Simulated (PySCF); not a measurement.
Electronic absorption of C5H6OS

Compound: C5H6OS.
SMILES with atom numbers: `[O:1]=[CH:2][C@@H:3]1[CH2:4][CH:5]=[CH:6][S:7]1` (hydrogens: H8 on C2; H9 on C3; H10, H11 on C4; H12 on C5; H13 on C6)

Theory: TDDFT B3LYP/def2-SVPD, vertical, gas phase, core orbitals frozen in the response in PySCF 2.14.0, density-fitted response routines. Geometry: GFN2-xTB, one conformer, isolated molecule. Torsions of this conformer, `[O:1]=[CH:2][C@@H:3]1[CH2:4][CH:5]=[CH:6][S:7]1`: O1–C2–C3–C4 4°.

What does the calculation give for the low-lying excited states?

| state | E (eV) | E (kJ/mol) | λ (nm) | f | main configurations (H = HOMO, L = LUMO) |
| --- | --- | --- | --- | --- | --- |
| S1 | 3.77 | 364 | 328.8 | 0.023 | H→L (94%) |
| S2 | 4.48 | 432 | 276.8 | 0.0019 | H-1→L (90%) |
| S3 | 4.88 | 471 | 253.9 | 0.012 | H→L+1 (59%), H→L+2 (34%) |
| S4 | 5.49 | 529 | 226.0 | 0.086 | H→L+2 (57%), H→L+1 (29%), H→L+3 (9%) |
| S5 | 5.60 | 541 | 221.2 | 0.013 | H→L+3 (89%) |
| S6 | 6.05 | 584 | 204.9 | 0.0031 | H→L+4 (99%) |
| S7 | 6.28 | 606 | 197.4 | 0.0044 | H→L+5 (96%) |
| S8 | 6.53 | 630 | 190.0 | 0.011 | H-1→L+1 (64%), H-1→L+2 (28%) |

Triplets (Tamm–Dancoff): T1 3.31 eV, H→L (85%); T2 3.84 eV, H-1→L (52%), H→L+2 (23%), H→L+1 (19%); T3 4.09 eV, H→L+1 (42%), H-1→L (32%), H→L (10%).

The lowest singlet comes at 329 nm (364 kJ/mol) in the ultraviolet; it is weak; its leading configuration is HOMO→LUMO (94%). The most intense listed level is S4 at 5.49 eV (226 nm, f = 0.086), 1.71 eV above S1. Löwdin shares by element: HOMO sulfur 43%, carbon 40% or more (atoms not listed hold the other 17%); LUMO carbon 40% or more, oxygen 29%, sulfur 14% (atoms not listed hold the other 16%). The oscillator strengths of these states sum to 0.155; summed over the whole spectrum of an exact calculation they would give the number of electrons, 60 (Thomas–Reiche–Kuhn). Of the 8 states listed, 5 reach f = 0.01 and none stays under 0.0005. Orbital energies (eV): HOMO-3 -9.34, HOMO-2 -8.97, HOMO-1 -7.55, HOMO -6.11, LUMO -1.37, LUMO+1 -0.13, LUMO+2 -0.06. Only the lowest 8 singlets were computed, as vertical energies without vibronic structure.
